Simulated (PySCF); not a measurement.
H3P2, doublet, at a GFN2-xTB geometry. Base run: TPSS/3-21G (PySCF).

Geometry (Å):
```xyz
5

P      0.9113    -0.4342     0.4485
P     -0.8395     0.3342    -0.4802
H      1.7146     0.5713    -0.1015
H     -1.0615     1.4163     0.3735
H     -1.7310    -0.4879     0.2037
```
Charge 0, spin multiplicity 2.
Orbitals are unrestricted.
All else is at PySCF's defaults.
Base energy -680.99329 Eh.

Variants of this job, named by their change:

| change | ΔE vs base (µEh) | SCF cycles | <S^2> | outcome |
|---|---|---|---|---|
| base | 0.0 | 10 | 0.752 | converged |
| init_guess = vsap | 0.0 | 10 | 0.752 | converged |
| solver = newton; init_guess = 1e | 0.0 | - | 0.752 | converged |
| diis = off; damp = 0.3 (with mf.diis_start_cycle = 200; with mf.max_cycle = 150) | - | 150 | - | not converged |
| conv_tol = 1e-4 | 0.8 | 5 | 0.752 | converged |
| diis = off (with mf.max_cycle = 100) | - | 100 | - | not converged |
| init_guess = mod_huckel | 0.0 | 11 | 0.752 | converged |
| diis_space = 20 | 0.0 | 10 | 0.752 | converged |
| conv_tol_grad = 1e-3 | 0.0 | 10 | 0.752 | converged |
| conv_tol_grad = 1e-7 | 0.0 | 13 | 0.752 | converged |
| diis = off; damp = 0.6 (with mf.diis_start_cycle = 200; with mf.max_cycle = 150) | 0.0 | 21 | 0.752 | converged |
| DIIS = ADIIS | 0.0 | 15 | 0.752 | converged |
| damp = 0.5; diis_start_cycle = 5 | 0.0 | 10 | 0.752 | converged |

Open shells are given as the SCF converged; they aren't shown to be the lowest states, and a large step between rows can be another state.
